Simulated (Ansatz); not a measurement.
Two structures of MgNH6ClO, closed shell, reached by relaxing down either side of one saddle point (PBE0-D4/def2-TZVP). Energies are electronic, without zero-point energy. Computed with Ansatz 0.2.0 (basis: def2-TZVPP and def2-QZVPP); correlated methods freeze the cores. The outer core shell of Li, Na, Mg and K is correlated. The def2 sets are not built for correlating such inner shells, so the correlated values are less sure here. Extrapolation: Hartree–Fock as exp(−7.88 √X), correlation as X^−2.97. First:

Mg1  (-1.061, -0.002, -1.153)
H2  (-0.232, 1.518, -1.282)
Cl3  (-2.587, -1.317, -2.091)
H4  (0.505, -0.494, 0.905)
N5  (-0.294, -1.035, 0.561)
H6  (0.926, 1.520, -0.054)
O7  (1.437, 1.205, 0.720)
H8  (-0.965, -1.122, 1.317)
H9  (0.015, -1.976, 0.344)
H10  (2.256, 1.703, 0.733)
(Å)

Second:

Mg1  (-0.723, 0.561, -0.005)
H2  (0.364, 0.529, -2.136)
Cl3  (-2.635, 0.330, -1.111)
H4  (0.840, -0.993, 1.202)
N5  (0.097, -1.323, 0.591)
H6  (0.893, 0.814, -1.681)
O7  (0.512, 1.496, 0.951)
H8  (-0.523, -1.916, 1.131)
H9  (0.511, -1.904, -0.129)
H10  (0.665, 2.405, 1.188)
(Å)

(1) Which bonds change from the first to the second?

(2) Give the saddle point's structure and its height above each. (Judge from chemistry; the value comes from the calculation.)

The search had been set up for a ligand exchange through a proton shuttle (forming Mg1–N5, H4–O7, H2–H6, breaking Mg1–H2, H4–N5, H6–O7); from that guess it ended on this step instead.

T1 diagnostic: at most 0.009.

Results:

(1) MgNH₄Cl ([NH3][MgH][Cl]) + H₂O → MgNH₄ClO ([NH3][Mg]([OH])[Cl]) + H₂; bonds formed: Mg1–O7, H2–H6; bonds broken: Mg1–H2, H6–O7.

(2) The calculation gives: 25.83 kcal/mol above the first and 45.10 kcal/mol above the second (CCSD(T) at an estimated basis limit (MP2 extrapolated from triple and quadruple zeta, plus CCSD(T) − MP2 in triple zeta)).
```
10
angstrom
Mg -1.0411 -0.2455 -0.9441
H -0.0206 1.3148 -1.2638
Cl -2.6966 -0.6487 -2.3317
H 0.6318 0.0599 0.8616
N -0.1226 -1.0317 0.6549
H 0.4544 1.3041 -0.4943
O 1.0408 1.1485 0.7655
H -0.6926 -1.2410 1.4672
H 0.4470 -1.8576 0.5071
H 1.9996 1.1971 0.7777
```

Labels in which every atom is bracketed show which atoms are joined, not bond orders.

For scale, one of the runs: CCSD(T)/def2-TZVPP, 220 basis functions (an equivalent command: `ansatz run in.yaml --threads 4`). Hardware: 4 CPU threads, shared host. Wall time 2 min; peak host memory 3.7 GiB.
